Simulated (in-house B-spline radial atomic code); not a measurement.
A fraction x of an electron is removed from 1s in C V (C4+), starting from 1s2 and keeping the highest spin. Computed with a B-spline radial code for spherical atoms: non-relativistic BLYP, spin-polarised, spherical fractional occupations, point nucleus.

```
   x  E(x) - E(0) (eV)  1s down level (eV)
   0            0.0000            -358.204
0.02            7.1787            -359.669
0.23           84.3102            -374.846
0.36          133.6364            -383.976
0.39          145.1868            -386.043
 0.5          188.0621            -393.464
0.57          215.7652            -398.031
0.73          280.2487            -407.841
0.84          325.4458            -413.756
0.96          375.3743            -417.270
```
